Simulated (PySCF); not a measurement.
Computed shifts of a molecule CH8N2OSi, PySCF with PBE0/pcSseg-1, GIAO, gas phase, atoms alike by connectivity averaged where their shifts nearly agree, in ppm (number of nuclei): ¹³C: 30.8 (1). ¹⁵N: 45.7 (1), 22.3 (1). ²⁹Si: -32.7 (1). ¹H: 5.03 (1), 2.88 (3), 1.64 (1), 0.87 (1), 0.78 (1), 0.50 (1). References: ¹³C against TMS (σ = 186.3 ppm); ¹⁵N against NH3 (σ = 267.4 ppm); ²⁹Si against TMS (σ = 352.7 ppm); ¹⁷O against H2O (σ = 334.2 ppm); ¹H against TMS (σ = 31.56 ppm), references at their B3LYP-D3(BJ)/def2-TZVP geometries, non-relativistic. The structure is a stationary point at ωB97X-D3(BJ)/def2-SVP. Other conformers were not sampled.

Pick the molecule that these values belong to.
A) C[Si](N)(N)O
B) CN[Si@@H](N)O
C) NC[Si@@H](N)O
D) CO[SiH](N)N

B, CN[Si@@H](N)O
